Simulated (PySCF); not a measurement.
Si(CCH)2(F)(Me) (C5H5FSi), SMILES C#C[Si](C)(F)C#C. Atoms are numbered in the order given.

```xyz
12

C     -0.2102    -1.4011     2.4913
C     -0.0807    -0.7200     1.4948
Si     0.0788     0.3297     0.0000
C     -1.1581     1.7079     0.0000
F      1.5810     0.9594     0.0000
C     -0.0807    -0.7200    -1.4948
C     -0.2102    -1.4011    -2.4913
H     -0.3211    -2.0085     3.3744
H     -1.0349     2.3371     0.8952
H     -1.0349     2.3371    -0.8952
H     -2.1807     1.2985     0.0000
H     -0.3211    -2.0085    -3.3744
```
Charge 0, spin multiplicity 1.

The structure is a stationary point at ωB97X-D3(BJ)/def2-SVP.

Computed with r2SCAN/def2-TZVP (PySCF).

Gas-phase values at a fixed geometry.

```json
{
  "total_energy": "-582.78553 hartree",
  "point_group": "Cs",
  "highest_occupied_level": "-7.35 eV",
  "lowest_empty_level": "-1.62 eV",
  "orbital_gap": "5.73 eV",
  "dipole_moment": "2.06 D",
  "quadrupole, principal values (traceless, Buckingham form, about the centre of nuclear charge)": "-11.00, 1.11, 9.89 D·Å",
  "mean_static_polarisability": "76.5 bohr³ (11.33 Å³)",
  "polarisability_principal_values": "55.3, 76.1, 98.0 bohr³"
}
```
